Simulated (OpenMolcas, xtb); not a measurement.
# How methods differ on GaH2I (SMILES [H][Ga]([H])[I])

GaH2I: 4 atoms, total charge 0, spin state singlet. SMILES: `[H][Ga]([H])[I]`. Geometry: a GFN2-xTB relaxation, a rough one for these elements and not checked as a minimum.

```xyz
4

Ga    0.1251    0.2098    0.0027
H     1.6764    0.1605    0.0111
H    -0.6509    1.5537   -0.0209
I    -1.1506   -1.9241    0.0071
```

Quantity: the dipole moment, in D. The values are calculated.

```tsv
level	kind	program	value (D)
GFN2-xTB	semi-empirical	xtb	5.08
GFN0-xTB	semi-empirical	xtb	2.75
GFN1-xTB	semi-empirical	xtb	1.08
HF/STO-3G	Hartree–Fock	OpenMolcas	1.73
HF/3-21G	Hartree–Fock	OpenMolcas	2.31
HF/def2-SVP (core potential)	Hartree–Fock	OpenMolcas	1.61
PBE/def2-SVP (core potential)	GGA	OpenMolcas	1.06
r2SCAN/6-311G**	meta-GGA	OpenMolcas	1.32
PBE0/def2-SVP (core potential)	global hybrid	OpenMolcas	1.29
M06/def2-TZVPD (core potential)	hybrid meta-GGA	OpenMolcas	1.03
```

All-electron rows without a relativistic Hamiltonian named are non-relativistic, while core potentials hold scalar relativity, so basis and relativity change together. The values span 1.03 to 5.08 D. Sets without polarisation functions give poor dipoles. Without the sets that lack polarisation functions the rows with a basis span only 1.03 to 1.61 D.
